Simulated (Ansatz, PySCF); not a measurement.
Caution: the highest occupied level lies above zero, so the state may not be bound. This triplet is an excited state, 1.42 eV above the relaxed singlet at the level frozen-core CCSD(T)/aug-cc-pVTZ // B3LYP-D3(BJ)/def2-TZVPD (Ansatz, an electronic-structure program).

**HBFS, SMILES `[B-](S)F` (excited triplet; F–B–S–H torsion 91°) (charge -1, multiplicity 3)**

Level of theory: PBE-D3(BJ)/def2-TZVPD // B3LYP-D3(BJ)/def2-TZVPD in PySCF.

```
Property                                         Result
-----------------------------  ------------------------
highest occupied spin orbital                   2.24 eV
total energy                               -14238.40 eV
cost                           roughly 100 core-seconds
```

```xyz
4

F     -1.8069    -0.4496     0.0818
B     -0.7812     0.4152    -0.2697
S      0.8680     0.4478     0.4720
H      1.7201    -0.4134    -0.2841
```
Charge -1, spin multiplicity 3.
